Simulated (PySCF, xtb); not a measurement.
Si(H)(Cl)(Me)(OMe) (C2H7ClOSi), SMILES CO[SiH](C)Cl. Other conformers were not sampled.

Harmonic wavenumbers (cm⁻¹) from GFN2-xTB in xtb at its own minimum, in rising order: 83, 92, 104, 136, 158, 247, 270, 514, 646, 682, 715, 787, 829, 841, 1133, 1137, 1159, 1380, 1416, 1477, 1479, 1483, 1488, 2238, 2954, 2965, 2997, 3023, 3036, 3056.

Task: What does PBE-D3(BJ)/def2-SVP in PySCF give at its own minimum? (An estimate is asked for; the answer gives what the named calculation found.)

Result: 84, 105, 130, 143, 181, 278, 298, 500, 651, 709, 749, 764, 852, 873, 1117, 1136, 1169, 1221, 1375, 1377, 1419, 1423, 1425, 2165, 2925, 2984, 3001, 3049, 3088, 3094. Paired by order, the mean absolute difference is 35 cm⁻¹ and the zero-point energies are 55.1 and 54.7 kcal/mol.
